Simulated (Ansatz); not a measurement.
Ansatz (a quantum-chemistry and plane-wave program) input file for Zn(Et)2 (C4H10Zn), SMILES C[CH2][Zn][CH2]C, PBE0/def2-SVPD. Geometry optimised at B3LYP-D3(BJ)/def2-SVP. The isomer is the one that the SMILES or the coordinates give; other isomers of the formula were not compared. Other conformers were not sampled.

Ansatz 0.2 input:
```yaml
crystal:
  periodic: [false, false, false]
  atoms:
    - {symbol: Zn, position_ang: [-0.00000000, -0.00000000, 0.26156528]}
    - {symbol: C, position_ang: [1.90724487, 0.50074683, 0.26563520]}
    - {symbol: C, position_ang: [2.80314344, -0.31823488, -0.67458731]}
    - {symbol: H, position_ang: [2.27567785, 0.42077707, 1.30489232]}
    - {symbol: H, position_ang: [1.97519353, 1.57487406, 0.01303046]}
    - {symbol: H, position_ang: [2.48705652, -0.23058015, -1.72799940]}
    - {symbol: H, position_ang: [2.78931830, -1.39335063, -0.42720419]}
    - {symbol: H, position_ang: [3.85976751, 0.00357466, -0.63248567]}
    - {symbol: C, position_ang: [-1.90724486, -0.50074682, 0.26563520]}
    - {symbol: C, position_ang: [-2.80314343, 0.31823487, -0.67458732]}
    - {symbol: H, position_ang: [-2.27567785, -0.42077705, 1.30489232]}
    - {symbol: H, position_ang: [-1.97519353, -1.57487405, 0.01303047]}
    - {symbol: H, position_ang: [-2.48705652, 0.23058015, -1.72799940]}
    - {symbol: H, position_ang: [-2.78931831, 1.39335063, -0.42720419]}
    - {symbol: H, position_ang: [-3.85976751, -0.00357465, -0.63248567]}
basis:
  gaussian:
    orbitals: def2-SVPD
hamiltonian:
  xc: {name: PBE0}
```

Output:

```
WARN ansatz: RAYON_NUM_THREADS=1 ignored (pool sized by the plan → 1); use --threads N
Functional definition: PBE0
integrals: 0.14 GiB planned
1747 factors; their error is unknown
mean field: 1.20 GiB planned
mean field evaluation 1: about -52695.4365 eV, gradient 7.8e1 eV
mean field evaluation 2: about -52684.3371 eV, gradient 1.0e2 eV
mean field evaluation 4: about -52708.9902 eV, gradient 5.1e0 eV
mean field evaluation 8: about -52709.0263 eV, gradient 3.1e-2 eV
mean field evaluation 16: about -52709.1491 eV, gradient 5.2e-5 eV
mean field -52709.14911308 eV, -1937.0255023611 hartree, gradient 5.2e-5 eV, S^2 0.000000; 0 other end points of the search recorded, 0 dependent functions left out
reference -52709.14916129 eV, -1937.0255041328 hartree; 32, 32 occupied and 162, 162 virtual orbitals, 1747 factors
Total energy: -52709.14916129 eV, -1937.0255041328 hartree
```

The calculation finished and met its thresholds.

Cost: about 5 core-seconds (a rough figure).
